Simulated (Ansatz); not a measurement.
Input for Ansatz (a quantum-chemistry and plane-wave program): R-BHLYP/def2-TZVPP on HCl (SMILES Cl).

Ansatz 0.2 input:
```yaml
crystal:
  periodic: [false, false, false]
  atoms:
    - {symbol: Cl, position_ang: [-0.00000000, -0.00000000, 0.64100645]}
    - {symbol: H, position_ang: [0.00000000, 0.00000000, -0.64100645]}
basis:
  gaussian:
    orbitals: def2-TZVPP
hamiltonian:
  xc: {name: BHLYP}
scf: {lower_state_search: off}
```

Give the final energy of this run.

-460.8170 hartree.
